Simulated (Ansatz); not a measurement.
# What each rung costs, and what it gives

Saddle point of BSiH6Br, singlet (BSiH₆Br ([Br][BH2]1[H][SiH3]1) → BSiH₆Br ([SiH3][BH2][BrH]); bonds formed: Br2–H5; dative contacts that become bonds: B1–Si6; bonds broken: B1–H5, H5–Si6; bonds weakened to dative contacts: B1–Br2), PBE0-D4/def2-TZVP structure:

```xyz
9
angstrom
B -0.8353 -0.4373 -0.4080
Br 0.0975 0.7258 -2.5745
H -1.8733 0.1490 -0.4510
H -0.7360 -1.5262 -0.8850
H 0.5795 0.4902 -1.2126
Si 0.4673 0.0860 1.0656
H 1.8919 -0.2604 0.7955
H -0.0024 -0.7465 2.2120
H 0.4109 1.5193 1.4579
```

Barriers are electronic and count from the start structure reached by relaxing down the imaginary mode.

Computed with Ansatz 0.2.0 (basis: as named in each row); correlated methods freeze the cores. Filled d shells of the heavier atoms are correlated. The def2 sets are not built for correlating such inner shells, so the correlated values are less sure here. B3LYP uses VWN-RPA correlation. Extrapolation: Hartree–Fock as exp(−7.88 √X), correlation as X^−2.97.

Times are rough, for one single point on 3 threads of a shared host (Intel Xeon).

The estimate by CCSD(T) at an estimated basis limit (MP2 extrapolated from triple and quadruple zeta, plus CCSD(T) − MP2 in triple zeta) is 124.3 kJ/mol.

```csv
method,basis,time (s),barrier (kJ/mol),method less estimate
HF,STO-3G,under 1,73.8,-50.6
PBE-D4,STO-3G,under 1,94.9,-29.5
SPW92,def2-SVP,under 1,130.9,6.5
PBE-D4,def2-SVP,under 1,118.1,-6.3
B3LYP-D4,6-31G,under 1,81.8,-42.5
SPW92,def2-TZVPP,under 1,131.5,7.1
PBE0-D4,def2-SVP,under 1,126.5,2.2
PBE-D4,def2-TZVPP,1,118.7,-5.7
BLYP-D4,def2-TZVPP,1,106.3,-18.1
B3LYP-D4,def2-TZVPP,2,114.1,-10.2
BHLYP-D4,def2-TZVPP,2,120.4,-3.9
r2SCAN-D4,def2-TZVPP,2,123.8,-0.6
PBE0-D4,def2-TZVPP,2,126.1,1.7
CAM-B3LYP-D4,def2-TZVPP,2,120.4,-3.9
r2SCAN0-D4,def2-TZVPP,2,129.6,5.2
CCSD(T),def2-SVP,3,120.8,-3.5
wB97M-V,def2-SVP,3,128.2,3.8
RPA on PBE,def2-TZVPP,3,116.3,-8.0
B2PLYP,def2-TZVPP,3,119.9,-4.5
PBE-QIDH,def2-TZVPP,3,132.7,8.3
wB97X-V,def2-TZVPP,4,124.7,0.4
B97M-V,def2-TZVPP,4,118.0,-6.3
wB97M-V,def2-TZVPP,4,126.8,2.4
MP2,def2-QZVPP,16,134.8,10.5
CCSD(T),def2-TZVPP,24,120.6,-3.7
```

All methods are single points on the PBE0-D4 structures.

The T1 diagnostic stays at or below 0.011.

Labels in which every atom is bracketed show which atoms are joined, not bond orders.
